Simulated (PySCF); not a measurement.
BaCl, doublet, geometry from GFN2-xTB (such geometries of metal compounds can be far from the true shape) (the spin is typed, not shown lowest) (core potentials on Ba); PySCF with CASSCF(9,9)/def2-SVP.

Input for PySCF:
```python
from pyscf import gto, scf, mcscf
import numpy

mol = gto.M(
    atom='''
Ba   -0.000000   -0.000000   -0.585542
Cl    0.000000    0.000000    1.928843
''',
    basis='def2-svp',
    ecp={'Ba': 'def2-svp'},
    charge=0,
    spin=1,
    verbose=4,
)

mf = scf.ROHF(mol)
mf.kernel()
mc = mcscf.CASSCF(mf, 9, 9)
mc.fix_spin_(ss=0.75)
mc.kernel()
occ = numpy.linalg.eigvalsh(mc.fcisolver.make_rdm1(mc.ci, mc.ncas, mc.nelecas))[::-1]
ss = mc.fcisolver.spin_square(mc.ci, mc.ncas, mc.nelecas)[0]
print('natural occupations', occ.round(4), ' <S^2>', round(ss, 4))
```

Output, abridged:

```
PySCF version 2.14.0

[INPUT] verbose = 4
[INPUT] num. atoms = 2
[INPUT] num. electrons = 27
[INPUT] charge = 0
[INPUT] spin (= nelec alpha-beta = 2S) = 1
[INPUT] symmetry False subgroup None
[INPUT] Mole.unit = angstrom
[INPUT] Symbol           X                Y                Z      unit          X                Y                Z       unit  Magmom
[...]
nuclear repulsion = 35.7781826794226
number of shells = 17
number of NR pGTOs = 85
number of NR cGTOs = 41
basis = def2-svp
ecp = {'Ba': 'def2-svp'}

******** <class 'pyscf.scf.rohf.ROHF'> ********
method = ROHF
initial guess = minao
damping factor = 0
level_shift factor = 0
DIIS = <class 'pyscf.scf.diis.CDIIS'>
diis_start_cycle = 1
diis_space = 8
diis_damp = 0
SCF conv_tol = 1e-09
SCF conv_tol_grad = None
SCF max_cycles = 50
direct_scf = True
direct_scf_tol = 1e-13
num. doubly occ = 13  num. singly occ = 1
Set gradient conv threshold to 3.16228e-05
init E= -474.41636063924
[...]
cycle= 1 E= -484.476125083859  delta_E= -10.1  |g|= 0.404  |ddm|= 1.53
[...]
cycle= 2 E= -484.509889743513  delta_E= -0.0338  |g|= 0.126  |ddm|= 0.815
[...]
cycle= 3 E= -484.514409437415  delta_E= -0.00452  |g|= 0.018  |ddm|= 0.178
[...]
cycle= 4 E= -484.514584405314  delta_E= -0.000175  |g|= 0.00263  |ddm|= 0.0439
[...]
cycle= 5 E= -484.514603812217  delta_E= -1.94e-05  |g|= 0.00104  |ddm|= 0.0225
[...]
cycle= 6 E= -484.514607407242  delta_E= -3.6e-06  |g|= 0.000447  |ddm|= 0.00705
[...]
cycle= 7 E= -484.51460894507  delta_E= -1.54e-06  |g|= 0.000136  |ddm|= 0.00609
[...]
cycle= 8 E= -484.514609073615  delta_E= -1.29e-07  |g|= 1.53e-05  |ddm|= 0.00223
[...]
cycle= 9 E= -484.514609074127  delta_E= -5.11e-10  |g|= 3.63e-06  |ddm|= 0.000132
[...]
Extra cycle  E= -484.514609074142  delta_E= -1.52e-11  |g|= 1.48e-06  |ddm|= 1.42e-05
converged SCF energy = -484.514609074142

******** <class 'pyscf.mcscf.mc1step.CASSCF'> ********
CAS (5e+4e, 9o), ncore = 9, nvir = 23
max_cycle_macro = 50
max_cycle_micro = 4
conv_tol = 1e-07
conv_tol_grad = None
orbital rotation max_stepsize = 0.02
orbital rotation threshold for CI restart = 0.01
augmented hessian ah_max_cycle = 30
augmented hessian ah_conv_tol = 1e-12
augmented hessian ah_linear dependence = 1e-14
augmented hessian ah_level shift = 1e-08
augmented hessian ah_start_tol = 2.5
augmented hessian ah_start_cycle = 3
augmented hessian ah_grad_trust_region = 3
kf_trust_region = 3
kf_interval = 4
ci_response_space = 4
ci_grad_trust_region = 3
with_dep4 0
natorb = False
[...]
CASCI E = -484.514983229771  S^2 = 0.7500000
[...]
               |grad[o]|=0.00682  |grad[c]|=0.00702  |ddm|=0.00509  |maxRot[o]|=0.104
macro iter  41 ( 21 JK    4 micro), CASSCF E = -484.541413027204  dE = -4.25997786e-05  S^2 = 0.7500000
               |grad[o]|=0.00686  |grad[c]|=0.00685  |ddm|=0.00518  |maxRot[o]|=0.104
macro iter  42 ( 21 JK    4 micro), CASSCF E = -484.541416339673  dE = -3.31246861e-06  S^2 = 0.7500000
               |grad[o]|=0.00679  |grad[c]|=0.00694  |ddm|=0.00506  |maxRot[o]|=0.104
macro iter  43 ( 21 JK    4 micro), CASSCF E = -484.541455002747  dE = -3.86630747e-05  S^2 = 0.7500000
               |grad[o]|=0.00683  |grad[c]|=0.00677  |ddm|=0.00516  |maxRot[o]|=0.104
macro iter  44 ( 21 JK    4 micro), CASSCF E = -484.541457554013  dE = -2.55126520e-06  S^2 = 0.7500000
               |grad[o]|=0.00675  |grad[c]|=0.00686  |ddm|=0.00504  |maxRot[o]|=0.104
macro iter  45 ( 21 JK    4 micro), CASSCF E = -484.541492641720  dE = -3.50877078e-05  S^2 = 0.7500000
               |grad[o]|=0.0068  |grad[c]|=0.0067  |ddm|=0.00514  |maxRot[o]|=0.104
macro iter  46 ( 21 JK    4 micro), CASSCF E = -484.541494517977  dE = -1.87625631e-06  S^2 = 0.7500000
               |grad[o]|=0.00673  |grad[c]|=0.00679  |ddm|=0.00502  |maxRot[o]|=0.104
macro iter  47 ( 21 JK    4 micro), CASSCF E = -484.541526344168  dE = -3.18261913e-05  S^2 = 0.7500000
               |grad[o]|=0.00677  |grad[c]|=0.00664  |ddm|=0.00512  |maxRot[o]|=0.104
macro iter  48 ( 21 JK    4 micro), CASSCF E = -484.541527623500  dE = -1.27933185e-06  S^2 = 0.7500000
               |grad[o]|=0.0067  |grad[c]|=0.00674  |ddm|=0.00501  |maxRot[o]|=0.103
macro iter  49 ( 21 JK    4 micro), CASSCF E = -484.541556481545  dE = -2.88580451e-05  S^2 = 0.7500000
               |grad[o]|=0.00675  |grad[c]|=0.00659  |ddm|=0.00511  |maxRot[o]|=0.104
macro iter  50 ( 21 JK    4 micro), CASSCF E = -484.541557233522  dE = -7.51976870e-07  S^2 = 0.7500000
               |grad[o]|=0.00668  |grad[c]|=0.00668  |ddm|=0.00499  |maxRot[o]|=0.103
1-step CASSCF not converged,  50 macro (1041 JK 199 micro) steps
CASSCF canonicalization
Density matrix diagonal elements [1.98779089 1.99170303 1.99170303 1.99666953 0.99996972 0.00769889
 0.00769889 0.01014195 0.00662408]
CASSCF energy = -484.541557233522
CASCI E = -484.541557233522  E(CI) = -17.4897071180320  S^2 = 0.7500000
natural occupations [1.9984 1.9917 1.9917 1.9862 1.     0.01   0.0077 0.0077 0.0066]  <S^2> 0.75
```

Convergence was not reached.
